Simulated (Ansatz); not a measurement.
Total energies of Si(OAc)H3 (C₂H₆O₂Si) from Ansatz at PBE-D4/def2-TZVPD, gas phase (1 Eh = 27.2114 eV = 2625.5 kJ/mol). The reference geometry is relaxed at r2SCAN-D4/def2-SVP.

```xyz
11

Si    0.401    0.474    1.907
O     0.604    0.321    0.204
C    -0.412   -0.263   -0.465
C    -0.153   -0.360   -1.938
O    -1.405   -0.654    0.108
H    -1.011   -0.821   -2.441
H     0.756   -0.954   -2.114
H     0.038    0.644   -2.347
H     0.288   -0.865    2.542
H    -0.768    1.337    2.218
H     1.662    1.141    2.326
```

| state | geometry | energy (Eh) |
| --- | --- | --- |
| charge 0 singlet | reference | -519.50979 |
| charge -1 doublet | reference | -519.48159 |
| free Si atom (triplet) | – | -289.22297 |
| free O atom (triplet) | – | -75.01069 |
| free C atom (triplet) | – | -37.79605 |
| free H atom (doublet) | – | -0.49962 |

(1) Work out the vertical electron affinity, to the doublet.

(2) What is the binding energy per atom against free atoms?

(1) E(charge 0 singlet) − E(charge -1 doublet) = -519.50979 − (-519.48159) = -0.02820 Eh = -0.77 eV; negative, so the extra electron isn't bound.

(2) Atoms: 1 × (-289.22297) + 2 × (-75.01069) + 2 × (-37.79605) + 6 × (-0.49962) = -517.83417 Eh. Binding: -517.83417 − (-519.50979) = 1.67562 Eh = 45.60 eV, or 4.15 eV for each of 11 atoms (no zero-point energy, no counterpoise term).

At PBE-D4/def2-TZVPD the highest occupied level of the charge -1 doublet lies above zero (up to 2.35 eV). By energy differences it is unbound by 0.77 eV (vertical, against the charge 0 singlet, at PBE-D4/def2-TZVPD) and held by the finite basis.
